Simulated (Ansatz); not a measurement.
CuCl, singlet: energies of several shapes or isomers

Computed with Ansatz's Gaussian-basis code (development build). Basis def2-SVP, nonrelativistic, 10 orbitals frozen in the corrections; active space CAS(16,9). Restricted Hartree–Fock, then the lowest state-specific CASSCF solution met for each case. A CASSCF solution shown is a saddle point in the orbitals. A minimal or small basis: far from the basis limit. Single-reference values can break down or jump between states where bonds are stretched. Unlike active orbitals can shift such differences by tenths of an eV, at times by over 1 eV. The orbital stability of a CASSCF solution shown is undecided.

Case A: bond length 6.1530 Å. A bond is stretched, to 2.63 times the sum of the covalent radii.

Case B: bond length 3.0765 Å. A bond is stretched, to 1.31 times the sum of the covalent radii.

Case C: bond length 4.1020 Å. A bond is stretched, to 1.75 times the sum of the covalent radii.

Energy less that of case A, in eV:

```
case  RHF/ROHF  CASSCF
   B    -3.159  -1.389
   C    -1.427  -0.168
```

**Question.** What does SC-NEVPT2 give for these differences?

**Answer.** B: -1.490 eV (-34.4 kcal/mol); C: -0.170 eV (-3.9 kcal/mol).

**Question.** Which case is lowest, and do the methods agree?

**Answer.** B is lowest in SC-NEVPT2. Of the methods shown, RHF/ROHF, CASSCF agree.
